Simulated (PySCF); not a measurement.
**Basis and Hamiltonian dependence of the ionisation energy of He⁺**

He⁺ 1s1 (2S) → He²⁺ (bare nucleus). All values are computed (PySCF 2.14, energy differences of UHF-based or UKS calculations, no spin-orbit coupling). Values in eV.

```json
{"basis": "aug-cc-pVDZ", "Hamiltonian": "non-relativistic", "functions": "9", "UHF": "54.269", "r2SCAN": "54.286", "PBE0": "54.194"}
{"basis": "dyall-av2z", "Hamiltonian": "non-relativistic", "functions": "13", "UHF": "54.411", "r2SCAN": "54.416", "PBE0": "54.323"}
{"basis": "x2c-TZVPPall", "Hamiltonian": "spin-free X2C", "functions": "14", "UHF": "54.375", "r2SCAN": "54.384", "PBE0": "54.290"}
{"basis": "ANO-RCC-VTZP", "Hamiltonian": "spin-free X2C", "functions": "14", "UHF": "54.404", "r2SCAN": "54.409", "PBE0": "54.316"}
{"basis": "x2c-TZVPPall with one added diffuse shell each of s, p type", "Hamiltonian": "spin-free X2C", "functions": "18", "UHF": "54.378", "r2SCAN": "54.386", "PBE0": "54.292"}
{"basis": "aug-cc-pVTZ", "Hamiltonian": "non-relativistic", "functions": "23", "UHF": "54.393", "r2SCAN": "54.405", "PBE0": "54.313"}
{"basis": "aug-cc-pVTZ-DK", "Hamiltonian": "spin-free X2C", "functions": "23", "UHF": "54.396", "r2SCAN": "54.408", "PBE0": "54.316"}
{"basis": "dyall-acv3z", "Hamiltonian": "spin-free X2C", "functions": "29", "UHF": "54.425", "r2SCAN": "54.430", "PBE0": "54.336"}
{"basis": "dyall-av3z", "Hamiltonian": "non-relativistic", "functions": "29", "UHF": "54.422", "r2SCAN": "54.427", "PBE0": "54.333"}
{"basis": "aug-cc-pVTZ with one added diffuse shell each of s, p, d type", "Hamiltonian": "non-relativistic", "functions": "32", "UHF": "54.393", "r2SCAN": "54.405", "PBE0": "54.313"}
{"basis": "x2c-QZVPPall with one added diffuse shell each of s, p, d type", "Hamiltonian": "spin-free X2C", "functions": "39", "UHF": "54.421", "r2SCAN": "54.426", "PBE0": "54.333"}
{"basis": "aug-cc-pVQZ-DK", "Hamiltonian": "spin-free X2C", "functions": "46", "UHF": "54.421", "r2SCAN": "54.425", "PBE0": "54.332"}
{"basis": "aug-cc-pVQZ with one added diffuse shell each of s, p, d, f type", "Hamiltonian": "non-relativistic", "functions": "62", "UHF": "54.418", "r2SCAN": "54.422", "PBE0": "54.329"}
{"basis": "aug-cc-pV5Z", "Hamiltonian": "non-relativistic", "functions": "80", "UHF": "54.421", "r2SCAN": "54.426", "PBE0": "54.332"}
```

Reference for a calculation without spin-orbit coupling: 54.418 (t) eV (theoretical estimate listed by NIST; NIST).
